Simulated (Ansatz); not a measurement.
`[CH3][W]([CH3])(=[S])=[S]` + H₂O → `[CH3][W]([OH])(=[S])=[S]` + CH₄ at 400 K and 1 bar (formal hydrolysis of a W–C bond).

Program: Ansatz. Geometries: PBE0-D4/def2-TZVP. ΔE: electronic, gas phase. CCSD(T)/CBS is the MP2 limit (def2-TZVPP, def2-QZVPP) plus CCSD(T) − MP2 in def2-TZVPP, frozen cores. This one scheme is used for every species. Elements past krypton have def2 core potentials. For W outer-core shells are correlated without core-valence functions, which leaves a few kJ/mol of doubt a bond. One conformer a species, not always the lowest.

```
                    species  CCSD(T)/CBS energy (Eh)  H − E (kJ/mol)  S (J/(mol·K))
`[CH3][W]([CH3])(=[S])=[S]`               -942.31759           232.6          426.4
                        H₂O                -76.37941            69.8          198.6
 `[CH3][W]([OH])(=[S])=[S]`               -978.28285           173.5          410.5
                        CH₄                -40.46206           131.3          197.2
```

H − E and S are ideal-gas, rigid-rotor, harmonic terms from PBE0-D4/def2-TZVP, for one conformer and one mirror image of each species. 1 Eh = 2625.50 kJ/mol, R = 8.31446 J/(mol·K).

Q: By hand: ΔE, ΔH, ΔS and ΔG.

A: ΔE = (-978.28285) + (-40.46206) − (-942.31759) − (-76.37941) = -0.04791 Eh = -125.8 kJ/mol. Δ(H − E) = 173.5 + 131.3 − 232.6 − 69.8 = 2.4, so ΔH = -123.4 kJ/mol. ΔS = 410.5 + 197.2 − 426.4 − 198.6 = -17.3 J/(mol·K). ΔG = -123.4 − 400 × (-17.3)/1000 = -116.5 kJ/mol.

Q: By hand: the equilibrium constant, and the temperature at which ΔG would vanish if ΔH and ΔS stayed fixed.

A: log₁₀ K = −ΔG/(RT ln 10) = 15.2. ΔG = 0 at ΔH/ΔS = 7133 K, far beyond where these terms or the molecules hold.

ΔH outweighs TΔS. A doubt of 5 kJ/mol in ΔE shifts log₁₀ K by 0.7 here. Other conformers and mirror images would add mixing entropy, several J/(mol·K) or more a flexible species. These are equilibria of isolated gas molecules and say nothing of rates. Largest T1 diagnostic: 0.023 (customary marks: 0.02 for closed shells, 0.045 for open ones).
